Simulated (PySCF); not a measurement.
H5InO, singlet at its CAM-B3LYP/def2-SVP optimised geometry (Å):

```
7

In    -0.4557    -0.0317     0.0000
H     -1.2853    -1.4907     0.4285
H      1.2853    -0.0317     0.0000
H     -1.2833     1.4907     0.0000
O     -0.6580    -0.3582    -2.3681
H     -0.2396    -1.1635    -2.7021
H     -0.3077     0.3678    -2.9025
```

Method: CAM-B3LYP/def2-TZVP, def2 effective core potentials past Kr in PySCF 2.14.0. The core electrons that the potentials of In replace are not part of the density. Cells within 0.4 Å of a nucleus heavier than hydrogen are left out (blank, or x).

Map of the electron localisation function on the plane z = 0.0 Å:

```
|000000000000000000000000000|
|000001245542000000000000000|
|000026899997410000000000000|
|000279999999730000000000000|
|001699999999851000000000000|
|004899999999951000000000000|
|016999999999852000010000000|
|017999999999842112344310000|
|016999999998532235788741000|
|014899999952222358999984000|
|002578986212222379999998200|
|000245542257642289999999400|
|00001332258xx73289999999600|
|0000122226xxx84289999999710|
|00001232258xx73289999999600|
|000134432367752289999999500|
|001467874223322379999998200|
|003799999632222368999995100|
|015899999985332246899861000|
|016999999998642112456410000|
|005999999999742100111000000|
|003899999999841000000000000|
|001599999999731000000000000|
|000169999999620000000000000|
|000015789986310000000000000|
|000000234431000000000000000|
|000000000000000000000000000|
```
Scale: ten equal steps from 0.000 (start of '0') to 1.000 (end of '9'), in the order '0123456789'; x runs from -3.50 to 3.50, y from -3.50 (bottom) to 3.50 (top).
